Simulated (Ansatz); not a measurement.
## A family of molecules: the dipole moment

One atom is swapped for its congeners: C2H6O (ethanol) `CCO`; C2H6S (ethanethiol) `CCS`; C2H6Se `CC[SeH]`; C2H6Te `CC[TeH]`. All are singlets with charge 0.

Shapes, held fixed at every level: PBE0-D4/def2-TZVP. Flexible molecules stand in one conformer, not always the lowest. Programs: Ansatz 0.2.0. Values in D.

Question: How should the dipole moment change along the series?

Answer: At wB97M-V/def2-TZVPP the dipole moment falls at every step, from 1.66 to 1.37 D. 2 of 4 levels show this order throughout; 2 agree on the largest and the smallest. For atoms past krypton def2 sets carry core potentials with scalar relativity. Relativity is left out for Se unless named.

```csv
level,C2H6O,C2H6S,C2H6Se,C2H6Te
PBE-D4/def2-TZVPP,1.56,1.61,1.55,1.43
r2SCAN-D4/def2-TZVPP,1.61,1.70,1.65,1.51
B3LYP-D4/def2-TZVPP,1.65,1.61,1.55,1.41
wB97M-V/def2-TZVPP,1.66,1.60,1.54,1.37
```
